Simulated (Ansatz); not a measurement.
```yaml
crystal:
  periodic: [false, false, false]
  atoms:
    - {symbol: C, position_ang: [0.274995, -1.227858, 0.899769]}
    - {symbol: O, position_ang: [0.907154, -0.380183, -0.044584]}
    - {symbol: Sn, position_ang: [-0.080232, 1.069564, -0.850918]}
    - {symbol: Cl, position_ang: [-1.893427, 0.246066, -1.997338]}
    - {symbol: Cl, position_ang: [1.346125, 2.149829, -2.267633]}
    - {symbol: Cl, position_ang: [-0.844911, 2.498022, 0.778567]}
    - {symbol: H, position_ang: [1.020623, -1.958492, 1.219208]}
    - {symbol: H, position_ang: [-0.573182, -1.766990, 0.464140]}
    - {symbol: H, position_ang: [-0.068544, -0.676258, 1.781589]}
basis:
  gaussian: {orbitals: def2-SVPD, nuclear_model: gaussian}
hamiltonian: {xc: {name: PBE-QIDH}}
output: {forces: true}
```

```sh
$ ansatz run in.yaml --threads 4 --pin off --events-out ev --progress --plain --max-ram 11315MiB
```

Output, abridged:

```
Functional definition: PBE-QIDH
1822 factors; integrals over basis functions are off by at most 8.8e-4 eV
mean field evaluation 1: about -46477.3847 eV, gradient 4.1e1 eV
mean field evaluation 2: about -46477.5820 eV, gradient 4.1e1 eV
mean field evaluation 4: about -46481.1871 eV, gradient 4.7e0 eV
mean field evaluation 8: about -46481.2458 eV, gradient 3.6e-1 eV
mean field evaluation 16: about -46481.2461 eV, gradient 1.4e-4 eV
mean field -46481.24614421 eV, -1708.1542896794 hartree, gradient 9.0e-6 eV, S^2 0.000000; 0 other end points of the search recorded, 0 dependent functions left out
21 core orbitals not correlated: weight in the atoms' cores, before any rotation towards them, 1.000 or more for the frozen orbitals, at most 0.000 for the correlated occupied ones
reference -46481.24616187 eV, -1708.1542903285 hartree; 24, 24 occupied and 135, 135 virtual orbitals, 1822 factors
second order -27.57889550 eV of doubles, -0.00000000 eV of singles
Total energy: -46490.43912704 eV, -1708.4921255672 hartree
Atom 0 at     0.274995    -1.227858     0.899769 Å, force     0.180806     0.041638    -0.104534 eV/Å
Atom 1 at     0.907154    -0.380183    -0.044584 Å, force     0.023493    -0.316710     0.251186 eV/Å
Atom 2 at    -0.080232     1.069564    -0.850918 Å, force     0.018543    -0.029504     0.016674 eV/Å
Atom 3 at    -1.893427     0.246066    -1.997338 Å, force    -0.305104    -0.124758    -0.183807 eV/Å
Atom 4 at     1.346125     2.149829    -2.267633 Å, force     0.262422     0.199323    -0.261573 eV/Å
Atom 5 at    -0.844911     2.498022     0.778567 Å, force    -0.137897     0.237203     0.260763 eV/Å
Atom 6 at     1.020623    -1.958492     1.219208 Å, force     0.032906    -0.053641     0.031402 eV/Å
Atom 7 at    -0.573182    -1.766990     0.464140 Å, force    -0.057987    -0.020695    -0.058055 eV/Å
Atom 8 at    -0.068544    -0.676258     1.781589 Å, force    -0.017181     0.067144     0.047944 eV/Å
Dipole moment:    -0.056872    -0.242838     0.221727 e Å
```

Run time 17 s (4 threads of an Arm Neoverse V1 on a shared host); peak host memory 0.72 GiB.
